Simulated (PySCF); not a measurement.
## Trend along the chalcogens: MPb molecules

PBE with triple-zeta basis sets in PySCF, for the lowest determinant that a PBE0 search found; no spin–orbit coupling. De refers to high-spin ground-configuration atoms. A positive dipole means M(−)Pb(+).

| M | basis | state (unpaired electrons) | Re (Å) | ωe (cm⁻¹) | De (eV) | μ (D) |
| --- | --- | --- | --- | --- | --- | --- |
| O | x2c-TZVPPall | singlet (closed shell) | 1.933 | 732 | 5.65 | 4.29 |
| S | def2-TZVPP | singlet (closed shell) | 2.313 | 425 | 5.02 | 3.88 |
| Se | def2-TZVPP | singlet (closed shell) | 2.436 | 276 | 4.68 | 3.64 |

The shortest bond is that of PbO (1.933 Å), the longest that of PbSe (2.436 Å).

The rows differ in basis set, which adds steps of its own.

Relativity is treated differently too: O spin-free X2C; S scalar-relativistic core potentials; Se scalar-relativistic core potentials.

Down a group bonds as a rule get longer and wavenumbers fall, partly through the reduced mass; this series shows no clear exception.

These are scalar-relativistic numbers at best; spin–orbit coupling would shift them, the dissociation energy most.
